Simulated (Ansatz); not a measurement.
One change: `O[SiH]1BC1` becomes `[SeH][SiH]1BC1`.

Ansatz, PBE0-D4/def2-TZVP geometries, multiplicity 1. Each molecule was computed in one conformer, which needn't be the lowest.

Scalar relativity is left out up to krypton.

```
                             property  `O[SiH]1BC1`
HOMO–LUMO gap (B3LYP/def2-TZVPP) / eV          5.16
  LUMO energy (B3LYP/def2-TZVPP) / eV         -1.46
   LUMO energy (PBE0/def2-TZVPP) / eV         -1.29
HOMO energy (ωB97M-V/def2-TZVPP) / eV         -8.92
   HOMO energy (PBE0/def2-TZVPP) / eV         -6.83
LUMO energy (ωB97M-V/def2-TZVPP) / eV          0.65
```

**Question.** Give the same properties after the change, and the shifts. (Best estimate.)

**Answer.** The calculation gave: 
| property | `[SeH][SiH]1BC1` | shift |
| --- | --- | --- |
| HOMO–LUMO gap (B3LYP/def2-TZVPP) / eV | 5.04 | -0.12 |
| LUMO energy (B3LYP/def2-TZVPP) / eV | -1.50 | -0.04 |
| LUMO energy (PBE0/def2-TZVPP) / eV | -1.33 | -0.04 |
| HOMO energy (ωB97M-V/def2-TZVPP) / eV | -8.79 | 0.13 |
| HOMO energy (PBE0/def2-TZVPP) / eV | -6.76 | 0.07 |
| LUMO energy (ωB97M-V/def2-TZVPP) / eV | 0.58 | -0.07 |

B3LYP here is the variant with VWN-RPA as its local correlation; programs differ in this.

Spin–orbit coupling is left out; it splits and shifts lone-pair levels of the heavy atoms by tenths of an eV.
